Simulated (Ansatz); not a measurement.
Geometry optimisation, RKS PBE-D4/def2-mTZVP (Ansatz 0.2.0).

The input (input.yaml):

```yaml
crystal:
  periodic: [false, false, false]
  atoms:
    - { symbol: "N", position_ang: [-0.4309, 0.4468, -1.8689] }
    - { symbol: C, position_ang: [-0.1537, 0.0771, -0.7133] }
    - { symbol: Si, position_ang: [-0.67444, 0.56123, 0.81127] }
    - { symbol: C, position_ang: [0.68233, -0.93582, -0.29685] }
    - { symbol: Cl, position_ang: [0.10336, -2.51012, 0.20036] }
    - { symbol: H, position_ang: [-1.1727, 1.2648, -1.8125] }
    - { symbol: H, position_ang: [-1.52, -0.41476, 1.66153] }
    - { symbol: H, position_ang: [0.252, 1.21848, 1.71667] }
    - { symbol: H, position_ang: [1.62601, -0.70637, 0.31001] }
basis:
  gaussian: { orbitals: def2-mTZVP }
hamiltonian:
  xc: pbe
  dispersion: d4
relax:
  f_tol: 0.015
  max_steps: 40
```

Command:

```bash
$ ansatz run input.yaml --threads 2 --pin off --max-ram 3072MiB --backend cpu --events-out ev --progress --plain --runs-dir out
```

Problem. Where does it end, and by what steps?

Solution. It converged. After 14 steps the energy has fallen by 2.049 eV; Cl5 moved furthest, 0.52 Å.

```tsv
step	energy less start (eV)	largest force component (eV/Å)	accepted
0	0.0000	5.670	yes
1	-0.9285	3.178	yes
2	-1.2901	1.839	yes
3	-1.6182	1.031	yes
4	-1.8458	1.334	yes
5	-1.9312	0.512	yes
6	-2.0259	0.502	yes
7	-2.0452	0.140	yes
8	-1.9352	1.156	no
9	-2.0483	0.069	yes
10	-2.0491	0.046	yes
11	-2.0493	0.020	yes
12	-2.0494	0.015	yes
13	-2.0494	0.030	no
14	-2.0495	0.009	yes
```

```xyz
9
Properties=species:S:1:pos:R:3
N -0.588 0.246 -1.932
C -0.165 0.172 -0.739
Si -0.432 0.370 1.134
C 0.555 -0.857 0.045
Cl 0.329 -2.613 -0.257
H -1.177 1.083 -2.069
H -1.794 0.003 1.612
H 0.358 1.226 2.070
H 1.626 -0.629 0.146
```

Time of the run: 61 s on 2 threads of Arm Neoverse N1, with other jobs on the host, peak memory 0.15 GiB.
